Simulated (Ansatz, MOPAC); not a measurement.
Diatomic BeO-, multiplicity 2 (lowest of 2S+1 = 2, 4 at CCSD(T)/def2-TZVPP on PBE0 minima; our sources give no spin for the ground state, which may be another).

Constants: fifth-degree fit in 1/R to seven points, most abundant isotopes. Runs in def2 and cc sets follow the lowest solution found near the PBE0 minimum.

Correlated levels freeze the inner cores; with def2 sets outer-core shells near the valence are correlated too. CBS: X⁻³ extrapolation of the correlation energy, Hartree–Fock from the larger set. The state reached by PM6, PM7 isn't checked; PM7 holds dispersion and hydrogen-bond terms.

The values were computed with Ansatz (an electronic-structure program) with Gaussian orbitals; MOPAC for PM6, PM7 (differences of heats of formation). Values without a source in brackets are computed.

| level | r_e (Å) | ω_e (cm⁻¹) | ω_e x_e (cm⁻¹) |
|---|---|---|---|
| PM6 | 1.406 | 1570 | 7.5 |
| PM7 | 1.372 | 1568 | 7.6 |
| PBE/def2-TZVPP | 1.379 | 1348 | 9.4 |
| wB97M-V/def2-TZVPP | 1.361 | 1427 | 9.2 |
| CCSD/aug-cc-pVQZ | 1.363 | 1424 | 9.2 |
| CCSD/def2-QZVPP | 1.362 | … | 9.0 |
| CCSD(T)/def2-TZVPP | 1.375 | 1383 | 8.6 |
| CCSD(T)/CBS(aug-cc-pVTZ, aug-cc-pVQZ) | … | … | 9.1 |

Problem. Complete the blanks.

Solution. 
- CCSD(T)/CBS(aug-cc-pVTZ, aug-cc-pVQZ), r_e (Å): 1.370
- CCSD(T)/CBS(aug-cc-pVTZ, aug-cc-pVQZ), ω_e (cm⁻¹): 1389
- CCSD/def2-QZVPP, ω_e (cm⁻¹): 1429
